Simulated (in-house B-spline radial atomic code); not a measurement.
## Ionising Rb II (Rb+) with different functionals

Computed with a radial B-spline atomic code at the basis-set limit: non-relativistic Hamiltonian, point nucleus, spin-polarised at highest spin, spherical fractional occupations for the functionals, the average over the highest-spin determinants for Hartree-Fock. The ionisation energy is the difference of two self-consistent energies, [Ar] 3d10 4s2 4p6 → [Ar] 3d10 4s2 4p5, without Breit or QED terms; ε is the level of the shell that loses the electron (its least bound occupied spin orbital). There is no spin-orbit coupling in this Hamiltonian.

Hybrids are left out here: with spherical fractional occupations of an open shell their exact exchange keeps a self-interaction that integer-occupation calculations don't have.

```
           method          rung  ΔSCF (eV)  -ε(4p) (eV)
     Hartree-Fock  Hartree-Fock      26.55        27.45
         LDA VWN5           LDA      27.52        21.79
         LDA PW92           LDA      27.52        21.79
LDA exchange-only           LDA      25.99        20.36
              PBE           GGA      27.34        21.65
           PBEsol           GGA      27.34        21.64
             BLYP           GGA      27.18        21.47
             RPBE           GGA      27.31        21.62
             PW91           GGA      27.41        21.71
             BP86           GGA      27.45        21.74
             AM05           GGA      27.33        21.62
             OLYP           GGA      27.34        21.66
             TPSS      meta-GGA      27.50        21.83
             SCAN      meta-GGA      27.79        22.18
           r2SCAN      meta-GGA      27.78        22.16
            M06-L      meta-GGA      27.48        22.03
          revTPSS      meta-GGA      27.52        21.85
```

Problem. How do they compare with the NIST value?

Solution. NIST lists 27.290 eV (measured, ground level to ground level). Errors run from -1.30 to +0.50 eV; RPBE is closest (+0.02 eV), but part of that can be cancellation, since the calculations leave out relativity, Breit-QED terms, multiplet and fine-structure energies. Hartree-Fock also lacks correlation.
